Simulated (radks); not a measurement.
Valence configurations of the bismuth ion Bi+. Calculated with a radial shooting solver on a logarithmic mesh with Libxc functionals: Dirac Kohn-Sham, BLYP, spin-unpolarised, spherical densities, finite nucleus; open shells fill j = l - 1/2 first; Fermi nuclear charge, rms radius 5.5211 fm. Energies are relative to [Hg] 6p2; eigenvalues in eV.

valence                     E (eV)  e(4f5/2)  e(4f7/2)  e(5d3/2)  e(5d5/2)  e(6p1/2)
[Hg] 6p2                     0.000   -161.96   -156.47   -35.651   -32.650   -12.482
[Xe] 4f14 5d10 6s1 6p3      11.158   -164.01   -158.52   -37.555   -34.532   -13.486
[Xe] 4f14 5d10 6p4          22.726   -165.97   -160.48   -39.360   -36.314   -14.421
[Xe] 4f13 5d10 6s2 6p3      155.64   -182.56   -176.91   -42.644   -39.318   -14.343
[Xe] 4f12 5d10 6s2 6p4      330.62   -203.77   -197.97   -49.813   -46.160   -16.165
[Xe] 4f13 5d9 6s2 6p4       185.03   -189.24   -183.59   -47.636   -44.175   -16.010
[Xe] 4f14 5d9.5 6s2 6p2.5   11.622   -165.22   -159.72   -38.139   -35.071   -13.355
[Xe] 4f13.5 5d10 6s1.5 6p3  81.273   -173.20   -167.63   -40.065   -36.891   -13.911
[Xe] 4f13.5 5d10 6s2 6p2.5  75.445   -172.18   -166.61   -39.124   -35.961   -13.418
[Xe] 4f14 5d10 6s1.5 6p2.5   5.526   -163.00   -157.51   -36.617   -33.605   -12.994

NIST lists [Hg] 6p2 as the ground configuration; this level of theory agrees among the configurations tried. The energies are those of spherical spin-averaged densities, not of single terms.
